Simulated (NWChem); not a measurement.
System: H4PO4 cation; SMILES OP(O)(O)=[OH+]

Here is an NWChem input.

```
start job
memory heap 200 mb stack 900 mb global 1100 mb
charge 1
geometry units angstroms noautosym nocenter noautoz
  O     -0.270452    -1.302489    -0.824459
  P      0.000000     0.000000     0.000000
  O      1.302489    -0.270452     0.824459
  O      0.270452     1.302489    -0.824459
  O     -1.302489     0.270452     0.824459
  H     -1.140668    -1.412038    -1.256895
  H      1.412038    -1.140668     1.256895
  H      1.140668     1.412038    -1.256895
  H     -1.412038     1.140668     1.256895
end
basis spherical
  O library pcsseg-1
  P library pcsseg-1
  H library pcsseg-1
end
dft
  xc pbe0
  iterations 150
end
property
  shielding 3 1 2 6
end
task dft property
```

Coordinates come from a B3LYP/6-31G* (spherical d) optimisation.

GIAO values for the isolated, static molecule; σ is the absolute isotropic shielding, δ = σ(reference) − σ with the isolated reference molecule computed at the same levels (1H: tetramethylsilane, 17O: water, 31P: phosphine).

Atoms are numbered as in the input.

Task: Predict the main results of this run. (PBE0/pcSseg-1, GIAO.) Quantities: δ O1 (ppm); δ P2 (ppm); δ H6 (ppm).

Result: 
```yaml
"δ O1 (ppm)": 100.1
"δ P2 (ppm)": 274.7
"δ H6 (ppm)": 5.95
```
